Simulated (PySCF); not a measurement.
**Orbital picture of RbSi⁺**

r²SCAN at R = 3.870 Å; basis Rb def2-SVPD with ECP28, Si def2-SVPD; scalar-relativistic core potentials; PySCF 2.14. State: ³Π (triplet), unpaired electrons σ ↑, π ↑. Only the outer orbitals are listed, counted within each symmetry, core potentials removing the inner ones.

```tsv
spin	orbital	occ.	ε (eV)	on Rb (%)	main shells (%)
α	4σ	1	-38.66	100	100 Rb s
α	2π	1	-21.74	100	100 Rb p
α	2π	1	-21.73	100	100 Rb p
α	5σ	1	-21.69	100	100 Rb p
α	6σ	1	-15.46	1	99 Si s
α	7σ	1	-8.97	4	95 Si p
α	3π	1	-8.65	1	98 Si p
α	3π	0	-7.84	2	98 Si p
α	8σ	0	-4.67	95	95 Rb s
α	4π	0	-2.89	89	87 Rb p, 9 Si d
β	4σ	1	-38.65	100	100 Rb s
β	2π	1	-21.73	100	100 Rb p
β	2π	1	-21.72	100	100 Rb p
β	5σ	1	-21.67	100	100 Rb p
β	6σ	1	-13.54	1	99 Si s
β	3π	0	-7.31	1	98 Si p
β	7σ	0	-6.36	12	86 Si p, 10 Rb s
β	3π	0	-5.88	3	97 Si p
```

Which are the highest filled and the lowest empty level, where do they sit, and how wide is the gap?

Highest filled α 3π at -8.65 eV (in %: 98 Si p); lowest empty α 3π at -7.84 eV (in %: 98 Si p); the gap at r²SCAN is 0.81 eV. Both belong to one degenerate shell, split only by its one-sided filling, so this is no excitation gap.

| Quantity | Value |
| --- | --- |
| bond order (Mayer) | 0.13 |
| ⟨S²⟩ | 2.008 |
| charge on Rb (Mulliken, basis-dependent) | 0.93 |
| charge on Rb (Löwdin, basis-dependent) | 0.80 |
| dipole moment (positive dipole points towards Si; it is taken about the centre of mass and depends on that origin) | -2.58 D |

Spin–orbit coupling is left out. The state was picked by a PBE0 search and need not be the measured ground state.
